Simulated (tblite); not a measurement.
A geometry optimisation, step by step.

Compound: C3H6BClO.
Bonds: C1–C2 (double), C2–C3, C2–O4, O4–B5, B5–Cl6. Hydrogens: H7, H8 on C1; H9, H10, H11 on C3; H12 on B5.

Computed with GFN2-xTB (tblite), gas phase: L-BFGS steps from a force-field or distance-geometry start until the largest atomic force falls under 0.01 eV/Å. 14 of its 64 geometries are shown.

Step 0: E = -526.9183 eV, largest atomic force 3.525 eV/Å
```
atom  x, y, z in Å  |  force x, y, z in eV/Å
C1     -0.489    1.394   -0.606   -0.222   0.398   0.023
C2     -0.357    0.117   -0.294    0.144   0.187   1.137
C3     -1.337   -0.484    0.679   -0.692  -0.678  -0.843
O4      0.643   -0.686   -0.784    3.386  -0.077   0.978
B5      2.026   -0.805   -0.340   -2.365   0.892  -0.232
Cl6     2.667   -0.339    1.306   -0.893  -0.355  -1.430
H7      0.157    1.922   -1.284   -0.034  -0.017   0.019
H8     -1.323    1.922   -0.140    0.481  -0.011  -0.475
H9     -1.980   -1.134    0.032    0.292   0.155   0.794
H10    -0.846   -1.100    1.440   -0.181   0.241  -0.199
H11    -2.000    0.285    1.120    0.626  -0.527  -0.150
H12     2.839   -1.093   -1.157   -0.543  -0.207   0.378
```

Step 5: E = -527.4615 eV, largest atomic force 0.420 eV/Å
```
atom  x, y, z in Å  |  force x, y, z in eV/Å
C1     -0.479    1.393   -0.605    0.026  -0.001   0.130
C2     -0.317    0.132   -0.230   -0.150   0.392  -0.020
C3     -1.335   -0.517    0.648   -0.025  -0.161   0.078
O4      0.725   -0.621   -0.721    0.178   0.032  -0.148
B5      1.986   -0.753   -0.349   -0.230   0.136  -0.064
Cl6     2.588   -0.355    1.214   -0.098   0.162   0.280
H7      0.163    1.919   -1.280    0.205  -0.023  -0.017
H8     -1.301    1.935   -0.181   -0.083   0.159  -0.163
H9     -1.987   -1.164    0.062    0.102  -0.127   0.012
H10    -0.860   -1.094    1.429    0.090  -0.233   0.120
H11    -1.955    0.247    1.108    0.024  -0.017   0.008
H12     2.775   -1.121   -1.122   -0.041  -0.318  -0.216
```

Step 10: E = -527.5382 eV, largest atomic force 0.274 eV/Å
```
atom  x, y, z in Å  |  force x, y, z in eV/Å
C1     -0.472    1.430   -0.585   -0.066   0.008  -0.069
C2     -0.327    0.166   -0.216   -0.005   0.031  -0.027
C3     -1.314   -0.550    0.663    0.114   0.104  -0.078
O4      0.727   -0.556   -0.748   -0.004  -0.029  -0.015
B5      1.974   -0.725   -0.367   -0.147  -0.058   0.214
Cl6     2.526   -0.309    1.245   -0.059   0.017  -0.267
H7      0.220    1.904   -1.265   -0.068  -0.034   0.177
H8     -1.319    2.001   -0.246    0.112   0.035  -0.032
H9     -1.948   -1.211    0.073    0.085  -0.021  -0.056
H10    -0.839   -1.148    1.440    0.123   0.095  -0.096
H11    -1.940    0.211    1.117   -0.063  -0.122   0.115
H12     2.713   -1.213   -1.137   -0.022  -0.026   0.135
```

Step 15: E = -527.5800 eV, largest atomic force 0.288 eV/Å
```
atom  x, y, z in Å  |  force x, y, z in eV/Å
C1     -0.487    1.458   -0.591    0.115   0.005   0.049
C2     -0.342    0.197   -0.223   -0.051  -0.027  -0.040
C3     -1.285   -0.555    0.657   -0.068  -0.104   0.036
O4      0.701   -0.530   -0.777   -0.160  -0.035   0.087
B5      1.922   -0.749   -0.344    0.045  -0.071  -0.243
Cl6     2.477   -0.256    1.210    0.038   0.089   0.200
H7      0.256    1.905   -1.216    0.077   0.188  -0.204
H8     -1.310    2.068   -0.285   -0.087   0.009   0.142
H9     -1.878   -1.245    0.056   -0.013  -0.018  -0.001
H10    -0.758   -1.144    1.407    0.116   0.057  -0.055
H11    -1.953    0.139    1.163    0.025  -0.034  -0.065
H12     2.659   -1.288   -1.083   -0.035  -0.060   0.094
```

Step 19: E = -527.5982 eV, largest atomic force 0.171 eV/Å
```
atom  x, y, z in Å  |  force x, y, z in eV/Å
C1     -0.476    1.480   -0.590    0.006   0.037   0.027
C2     -0.358    0.212   -0.232    0.042   0.019  -0.055
C3     -1.280   -0.566    0.652    0.041   0.081  -0.067
O4      0.672   -0.538   -0.776    0.108  -0.049  -0.062
B5      1.894   -0.762   -0.350    0.007   0.091   0.145
Cl6     2.460   -0.222    1.211   -0.063   0.013  -0.069
H7      0.269    1.937   -1.223   -0.145  -0.008   0.032
H8     -1.306    2.086   -0.273    0.095  -0.045   0.055
H9     -1.855   -1.266    0.046    0.005  -0.046   0.066
H10    -0.699   -1.128    1.382   -0.021  -0.013  -0.031
H11    -1.958    0.102    1.173   -0.035   0.012  -0.019
H12     2.638   -1.335   -1.046   -0.040  -0.091  -0.022
```

Step 24: E = -527.6098 eV, largest atomic force 0.155 eV/Å
```
atom  x, y, z in Å  |  force x, y, z in eV/Å
C1     -0.469    1.493   -0.582   -0.029  -0.050   0.004
C2     -0.353    0.219   -0.251   -0.022  -0.044  -0.035
C3     -1.268   -0.563    0.637    0.026  -0.057   0.027
O4      0.673   -0.541   -0.796   -0.049   0.085  -0.002
B5      1.884   -0.762   -0.335   -0.011  -0.098  -0.120
Cl6     2.431   -0.184    1.202    0.003   0.058   0.055
H7      0.248    1.966   -1.228    0.049   0.024  -0.038
H8     -1.286    2.093   -0.238   -0.057   0.016   0.094
H9     -1.834   -1.293    0.056    0.033   0.040  -0.036
H10    -0.664   -1.116    1.356   -0.032   0.007   0.068
H11    -1.963    0.081    1.167    0.068   0.036  -0.072
H12     2.603   -1.393   -1.013    0.020  -0.017   0.054
```

Step 29: E = -527.6183 eV, largest atomic force 0.089 eV/Å
```
atom  x, y, z in Å  |  force x, y, z in eV/Å
C1     -0.476    1.496   -0.579    0.009   0.030   0.035
C2     -0.350    0.218   -0.270    0.038   0.023   0.046
C3     -1.251   -0.569    0.628   -0.001   0.027  -0.003
O4      0.675   -0.532   -0.824    0.007  -0.076  -0.046
B5      1.872   -0.779   -0.338    0.004   0.053   0.026
Cl6     2.407   -0.148    1.196   -0.037  -0.034  -0.071
H7      0.226    1.986   -1.233   -0.031  -0.016   0.032
H8     -1.277    2.089   -0.178   -0.019  -0.014  -0.028
H9     -1.814   -1.302    0.050    0.030  -0.009  -0.021
H10    -0.655   -1.105    1.365   -0.004   0.012   0.009
H11    -1.948    0.089    1.136   -0.016   0.020   0.004
H12     2.592   -1.442   -0.978    0.022  -0.016   0.018
```

Step 34: E = -527.6203 eV, largest atomic force 0.026 eV/Å
```
atom  x, y, z in Å  |  force x, y, z in eV/Å
C1     -0.475    1.500   -0.570    0.013  -0.008  -0.004
C2     -0.343    0.220   -0.269   -0.012  -0.004  -0.011
C3     -1.246   -0.567    0.626    0.004   0.005   0.005
O4      0.671   -0.538   -0.836   -0.004   0.018   0.019
B5      1.868   -0.780   -0.343   -0.003  -0.018  -0.012
Cl6     2.392   -0.140    1.184   -0.009   0.011   0.005
H7      0.218    1.992   -1.229    0.005   0.017   0.010
H8     -1.280    2.086   -0.169    0.011  -0.022  -0.006
H9     -1.798   -1.305    0.044    0.014   0.004   0.007
H10    -0.652   -1.099    1.368   -0.007   0.009   0.015
H11    -1.947    0.092    1.129   -0.015  -0.010  -0.008
H12     2.592   -1.460   -0.962    0.005  -0.003  -0.021
```

Step 39: E = -527.6207 eV, largest atomic force 0.025 eV/Å
```
atom  x, y, z in Å  |  force x, y, z in eV/Å
C1     -0.471    1.499   -0.569   -0.008   0.004  -0.001
C2     -0.342    0.219   -0.269    0.012   0.000   0.003
C3     -1.246   -0.565    0.628   -0.002  -0.007  -0.006
O4      0.671   -0.539   -0.836   -0.003  -0.017  -0.008
B5      1.868   -0.784   -0.346    0.006   0.003  -0.002
Cl6     2.387   -0.138    1.181    0.010  -0.005   0.002
H7      0.218    1.998   -1.225    0.017  -0.003   0.000
H8     -1.280    2.079   -0.168   -0.014   0.018   0.010
H9     -1.792   -1.306    0.045   -0.001  -0.020   0.004
H10    -0.655   -1.093    1.375   -0.001   0.017   0.007
H11    -1.953    0.092    1.124   -0.002   0.000  -0.012
H12     2.594   -1.461   -0.966   -0.014   0.009   0.000
```

Step 44: E = -527.6213 eV, largest atomic force 0.049 eV/Å
```
atom  x, y, z in Å  |  force x, y, z in eV/Å
C1     -0.470    1.500   -0.567    0.012  -0.006   0.015
C2     -0.340    0.218   -0.269   -0.041  -0.003  -0.005
C3     -1.246   -0.565    0.626   -0.012   0.004   0.008
O4      0.669   -0.544   -0.837    0.005   0.034   0.006
B5      1.868   -0.786   -0.349   -0.019   0.020   0.014
Cl6     2.387   -0.138    1.179    0.011  -0.014  -0.021
H7      0.227    2.001   -1.216   -0.028  -0.018   0.014
H8     -1.282    2.079   -0.166    0.045  -0.014  -0.014
H9     -1.782   -1.318    0.049    0.018  -0.008   0.004
H10    -0.658   -1.077    1.388    0.009   0.003  -0.007
H11    -1.962    0.090    1.111   -0.019   0.012  -0.015
H12     2.590   -1.460   -0.974    0.018  -0.010   0.001
```

Step 48: E = -527.6228 eV, largest atomic force 0.052 eV/Å
```
atom  x, y, z in Å  |  force x, y, z in eV/Å
C1     -0.462    1.499   -0.554   -0.002   0.017  -0.003
C2     -0.346    0.213   -0.274    0.005   0.014   0.016
C3     -1.251   -0.566    0.623   -0.011   0.002   0.014
O4      0.662   -0.549   -0.842    0.014   0.012  -0.013
B5      1.863   -0.787   -0.359    0.014  -0.009   0.004
Cl6     2.392   -0.141    1.166    0.002  -0.011  -0.025
H7      0.241    2.007   -1.187    0.013  -0.011  -0.041
H8     -1.273    2.078   -0.155   -0.007   0.019   0.026
H9     -1.741   -1.364    0.066    0.003   0.007   0.009
H10    -0.665   -1.020    1.421   -0.007  -0.012   0.004
H11    -1.999    0.089    1.058   -0.045  -0.026  -0.002
H12     2.581   -1.463   -0.989    0.021  -0.002   0.011
```

Step 53: E = -527.6242 eV, largest atomic force 0.040 eV/Å
```
atom  x, y, z in Å  |  force x, y, z in eV/Å
C1     -0.458    1.504   -0.546   -0.002  -0.010  -0.004
C2     -0.348    0.216   -0.271    0.002   0.001   0.013
C3     -1.257   -0.565    0.625    0.007  -0.004  -0.008
O4      0.660   -0.545   -0.845   -0.014  -0.012   0.013
B5      1.862   -0.789   -0.369   -0.010   0.010   0.001
Cl6     2.400   -0.147    1.153    0.007   0.008   0.019
H7      0.252    2.004   -1.182   -0.036   0.000   0.003
H8     -1.266    2.085   -0.142    0.037   0.011  -0.011
H9     -1.714   -1.389    0.079    0.023   0.014  -0.018
H10    -0.676   -0.988    1.445   -0.034   0.019   0.004
H11    -2.036    0.078    1.024    0.026  -0.028   0.004
H12     2.583   -1.463   -0.997   -0.006  -0.008  -0.018
```

Step 58: E = -527.6252 eV, largest atomic force 0.032 eV/Å
```
atom  x, y, z in Å  |  force x, y, z in eV/Å
C1     -0.452    1.505   -0.536    0.007   0.002   0.002
C2     -0.348    0.215   -0.267   -0.003  -0.003   0.001
C3     -1.261   -0.565    0.624   -0.007  -0.004   0.009
O4      0.653   -0.550   -0.846    0.002  -0.002   0.007
B5      1.860   -0.791   -0.380    0.005  -0.007   0.012
Cl6     2.407   -0.149    1.141    0.003  -0.001  -0.010
H7      0.257    2.006   -1.170    0.011   0.004  -0.024
H8     -1.250    2.094   -0.127   -0.011   0.003   0.009
H9     -1.669   -1.422    0.091    0.021  -0.003  -0.017
H10    -0.699   -0.936    1.480    0.008  -0.021   0.011
H11    -2.074    0.060    0.977   -0.010   0.017  -0.003
H12     2.577   -1.467   -1.013   -0.027   0.016   0.004
```

Step 63: E = -527.6256 eV, largest atomic force 0.009 eV/Å
```
atom  x, y, z in Å  |  force x, y, z in eV/Å
C1     -0.450    1.507   -0.535   -0.004   0.002  -0.001
C2     -0.349    0.218   -0.263    0.003   0.003   0.004
C3     -1.261   -0.566    0.625    0.003   0.004  -0.002
O4      0.651   -0.549   -0.843    0.001   0.000   0.002
B5      1.858   -0.791   -0.379   -0.003   0.005   0.005
Cl6     2.411   -0.149    1.138    0.004   0.001  -0.001
H7      0.258    2.003   -1.175   -0.005  -0.005   0.006
H8     -1.246    2.099   -0.124    0.003  -0.005  -0.002
H9     -1.654   -1.427    0.088   -0.004   0.001  -0.003
H10    -0.704   -0.933    1.487    0.003   0.001  -0.002
H11    -2.083    0.054    0.969   -0.004   0.000  -0.002
H12     2.570   -1.467   -1.016    0.002  -0.007  -0.004
```

**Question.** Summarise the path.

**Answer.** The energy falls by 16.31 kcal/mol from step 0 to step 63; nine tenths of that is first reached at step 12. It never rises by more than 0.2 meV. The largest force goes from 3.525 to 0.009 eV/Å. Among the bonds O4–B5 changes most, from 1.457 to 1.316 Å; the atoms move by 0.267 Å rms after alignment.

**Question.** Follow the three bonds and two angles with the largest change from start to end.

**Answer.** 
```json
{"step": "0", "E above end (kcal/mol)": "16.31", "largest force (eV/Å)": "3.525", "O4–B5 (Å)": "1.457", "B5–Cl6 (Å)": "1.827", "C3–H9 (Å)": "1.120", "C1–C2–C3 (°)": "118.3", "C2–C3–H9 (°)": "103.4"}
{"step": "3", "E above end (kcal/mol)": "5.22", "largest force (eV/Å)": "0.863", "O4–B5 (Å)": "1.311", "B5–Cl6 (Å)": "1.771", "C3–H9 (Å)": "1.079", "C1–C2–C3 (°)": "119.0", "C2–C3–H9 (°)": "107.9"}
{"step": "5", "E above end (kcal/mol)": "3.78", "largest force (eV/Å)": "0.420", "O4–B5 (Å)": "1.322", "B5–Cl6 (Å)": "1.722", "C3–H9 (Å)": "1.090", "C1–C2–C3 (°)": "119.8", "C2–C3–H9 (°)": "110.4"}
{"step": "8", "E above end (kcal/mol)": "2.44", "largest force (eV/Å)": "0.297", "O4–B5 (Å)": "1.313", "B5–Cl6 (Å)": "1.734", "C3–H9 (Å)": "1.096", "C1–C2–C3 (°)": "122.8", "C2–C3–H9 (°)": "111.8"}
{"step": "11", "E above end (kcal/mol)": "1.81", "largest force (eV/Å)": "0.322", "O4–B5 (Å)": "1.316", "B5–Cl6 (Å)": "1.753", "C3–H9 (Å)": "1.087", "C1–C2–C3 (°)": "123.0", "C2–C3–H9 (°)": "110.3"}
{"step": "14", "E above end (kcal/mol)": "1.25", "largest force (eV/Å)": "0.263", "O4–B5 (Å)": "1.315", "B5–Cl6 (Å)": "1.725", "C3–H9 (Å)": "1.088", "C1–C2–C3 (°)": "124.1", "C2–C3–H9 (°)": "109.8"}
{"step": "16", "E above end (kcal/mol)": "0.88", "largest force (eV/Å)": "0.223", "O4–B5 (Å)": "1.313", "B5–Cl6 (Å)": "1.727", "C3–H9 (Å)": "1.092", "C1–C2–C3 (°)": "126.1", "C2–C3–H9 (°)": "109.5"}
{"step": "19", "E above end (kcal/mol)": "0.63", "largest force (eV/Å)": "0.171", "O4–B5 (Å)": "1.313", "B5–Cl6 (Å)": "1.745", "C3–H9 (Å)": "1.090", "C1–C2–C3 (°)": "127.1", "C2–C3–H9 (°)": "109.3"}
{"step": "22", "E above end (kcal/mol)": "0.45", "largest force (eV/Å)": "0.138", "O4–B5 (Å)": "1.314", "B5–Cl6 (Å)": "1.736", "C3–H9 (Å)": "1.089", "C1–C2–C3 (°)": "127.1", "C2–C3–H9 (°)": "110.1"}
{"step": "25", "E above end (kcal/mol)": "0.31", "largest force (eV/Å)": "0.134", "O4–B5 (Å)": "1.315", "B5–Cl6 (Å)": "1.734", "C3–H9 (Å)": "1.091", "C1–C2–C3 (°)": "126.6", "C2–C3–H9 (°)": "110.7"}
{"step": "27", "E above end (kcal/mol)": "0.23", "largest force (eV/Å)": "0.107", "O4–B5 (Å)": "1.315", "B5–Cl6 (Å)": "1.743", "C3–H9 (Å)": "1.091", "C1–C2–C3 (°)": "126.4", "C2–C3–H9 (°)": "110.6"}
{"step": "30", "E above end (kcal/mol)": "0.15", "largest force (eV/Å)": "0.082", "O4–B5 (Å)": "1.315", "B5–Cl6 (Å)": "1.740", "C3–H9 (Å)": "1.089", "C1–C2–C3 (°)": "126.2", "C2–C3–H9 (°)": "110.2"}
{"step": "33", "E above end (kcal/mol)": "0.13", "largest force (eV/Å)": "0.050", "O4–B5 (Å)": "1.316", "B5–Cl6 (Å)": "1.735", "C3–H9 (Å)": "1.090", "C1–C2–C3 (°)": "125.9", "C2–C3–H9 (°)": "110.1"}
{"step": "36", "E above end (kcal/mol)": "0.12", "largest force (eV/Å)": "0.026", "O4–B5 (Å)": "1.316", "B5–Cl6 (Å)": "1.739", "C3–H9 (Å)": "1.090", "C1–C2–C3 (°)": "125.8", "C2–C3–H9 (°)": "109.9"}
{"step": "38", "E above end (kcal/mol)": "0.11", "largest force (eV/Å)": "0.025", "O4–B5 (Å)": "1.316", "B5–Cl6 (Å)": "1.739", "C3–H9 (Å)": "1.089", "C1–C2–C3 (°)": "125.8", "C2–C3–H9 (°)": "109.8"}
{"step": "41", "E above end (kcal/mol)": "0.11", "largest force (eV/Å)": "0.024", "O4–B5 (Å)": "1.316", "B5–Cl6 (Å)": "1.737", "C3–H9 (Å)": "1.090", "C1–C2–C3 (°)": "125.7", "C2–C3–H9 (°)": "109.8"}
{"step": "44", "E above end (kcal/mol)": "0.10", "largest force (eV/Å)": "0.049", "O4–B5 (Å)": "1.316", "B5–Cl6 (Å)": "1.739", "C3–H9 (Å)": "1.090", "C1–C2–C3 (°)": "125.7", "C2–C3–H9 (°)": "110.0"}
{"step": "47", "E above end (kcal/mol)": "0.07", "largest force (eV/Å)": "0.057", "O4–B5 (Å)": "1.315", "B5–Cl6 (Å)": "1.741", "C3–H9 (Å)": "1.090", "C1–C2–C3 (°)": "125.6", "C2–C3–H9 (°)": "110.3"}
{"step": "49", "E above end (kcal/mol)": "0.06", "largest force (eV/Å)": "0.046", "O4–B5 (Å)": "1.316", "B5–Cl6 (Å)": "1.737", "C3–H9 (Å)": "1.089", "C1–C2–C3 (°)": "125.6", "C2–C3–H9 (°)": "110.3"}
{"step": "52", "E above end (kcal/mol)": "0.04", "largest force (eV/Å)": "0.044", "O4–B5 (Å)": "1.316", "B5–Cl6 (Å)": "1.735", "C3–H9 (Å)": "1.089", "C1–C2–C3 (°)": "125.6", "C2–C3–H9 (°)": "110.4"}
{"step": "55", "E above end (kcal/mol)": "0.02", "largest force (eV/Å)": "0.047", "O4–B5 (Å)": "1.316", "B5–Cl6 (Å)": "1.740", "C3–H9 (Å)": "1.090", "C1–C2–C3 (°)": "125.6", "C2–C3–H9 (°)": "110.6"}
{"step": "58", "E above end (kcal/mol)": "0.01", "largest force (eV/Å)": "0.032", "O4–B5 (Å)": "1.316", "B5–Cl6 (Å)": "1.739", "C3–H9 (Å)": "1.089", "C1–C2–C3 (°)": "125.7", "C2–C3–H9 (°)": "110.4"}
{"step": "60", "E above end (kcal/mol)": "0.00", "largest force (eV/Å)": "0.022", "O4–B5 (Å)": "1.316", "B5–Cl6 (Å)": "1.737", "C3–H9 (Å)": "1.089", "C1–C2–C3 (°)": "125.8", "C2–C3–H9 (°)": "110.1"}
{"step": "63", "E above end (kcal/mol)": "0.00", "largest force (eV/Å)": "0.009", "O4–B5 (Å)": "1.316", "B5–Cl6 (Å)": "1.738", "C3–H9 (Å)": "1.089", "C1–C2–C3 (°)": "125.9", "C2–C3–H9 (°)": "110.0"}
```

What follows is the cost of the whole relaxation. On one thread, Intel Xeon at 2.50 GHz (x86_64), on a shared host, this took 0.94 s.
